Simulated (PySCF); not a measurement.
# Stretching SeBr⁺

Set-up: Se cc-pVDZ-PP with ECP10, Br cc-pVDZ-PP with ECP10; scalar-relativistic core potentials (PySCF 2.14). Energies in eV from Se⁺ + Br in their ground configurations at the same level. State: ³Σ⁻ (triplet), unpaired electrons π ↑↑.

All columns are PBE0. A positive dipole points towards Br; it is taken about the centre of mass and depends on that origin.

```json
{"R (Å)": "1.883", "E (eV)": "-1.409", "μ (D)": "-0.27", "Mulliken charge on Se (basis-dependent)": "0.56", "HOMO (eV)": "-14.28", "LUMO (eV)": "-10.69", "Mayer bond order": "1.81", "⟨S²⟩": "2.00"}
{"R (Å)": "1.971", "E (eV)": "-2.318", "μ (D)": "-0.58", "Mulliken charge on Se (basis-dependent)": "0.59", "HOMO (eV)": "-14.49", "LUMO (eV)": "-10.90", "Mayer bond order": "1.78", "⟨S²⟩": "2.00"}
{"R (Å)": "2.059", "E (eV)": "-2.800", "μ (D)": "-0.89", "Mulliken charge on Se (basis-dependent)": "0.62", "HOMO (eV)": "-14.67", "LUMO (eV)": "-11.09", "Mayer bond order": "1.74", "⟨S²⟩": "2.00"}
{"R (Å)": "2.124", "E (eV)": "-2.963", "μ (D)": "-1.13", "Mulliken charge on Se (basis-dependent)": "0.64", "HOMO (eV)": "-14.79", "LUMO (eV)": "-11.21", "Mayer bond order": "1.72", "⟨S²⟩": "2.00"}
{"R (Å)": "2.190", "E (eV)": "-3.003", "μ (D)": "-1.37", "Mulliken charge on Se (basis-dependent)": "0.66", "HOMO (eV)": "-14.90", "LUMO (eV)": "-11.33", "Mayer bond order": "1.69", "⟨S²⟩": "2.00"}
{"R (Å)": "2.256", "E (eV)": "-2.951", "μ (D)": "-1.60", "Mulliken charge on Se (basis-dependent)": "0.68", "HOMO (eV)": "-14.98", "LUMO (eV)": "-11.43", "Mayer bond order": "1.67", "⟨S²⟩": "2.01"}
{"R (Å)": "2.343", "E (eV)": "-2.782", "μ (D)": "-1.90", "Mulliken charge on Se (basis-dependent)": "0.69", "HOMO (eV)": "-15.06", "LUMO (eV)": "-11.56", "Mayer bond order": "1.63", "⟨S²⟩": "2.01"}
{"R (Å)": "2.453", "E (eV)": "-2.469", "μ (D)": "-2.26", "Mulliken charge on Se (basis-dependent)": "0.71", "HOMO (eV)": "-15.10", "LUMO (eV)": "-11.68", "Mayer bond order": "1.58", "⟨S²⟩": "2.01"}
{"R (Å)": "2.584", "E (eV)": "-2.022", "μ (D)": "-2.66", "Mulliken charge on Se (basis-dependent)": "0.73", "HOMO (eV)": "-15.04", "LUMO (eV)": "-11.78", "Mayer bond order": "1.49", "⟨S²⟩": "2.02"}
{"R (Å)": "2.759", "E (eV)": "-1.423", "μ (D)": "-3.17", "Mulliken charge on Se (basis-dependent)": "0.75", "HOMO (eV)": "-14.79", "LUMO (eV)": "-11.83", "Mayer bond order": "1.29", "⟨S²⟩": "2.09"}
```

A fit through these points gives, at Re = 2.182 Å, μ = -1.34 D and dμ/dR = -3.56 D/Å; the reduced mass is 39.71 u.

Task: How strong is the fundamental in the double-harmonic approximation, I = 42.26·(dμ/dR)²/μred km/mol?

Result: I = 42.26·(-3.56)²/39.71 = 13.5 km/mol at PBE0.

Spin–orbit coupling is left out. For an ion De counts to the pair picked by the measured ionisation energies or electron affinities, which need not be the lowest pair at this level. The state is the lowest determinant that a PBE0 search found; another state may lie lower at other levels.
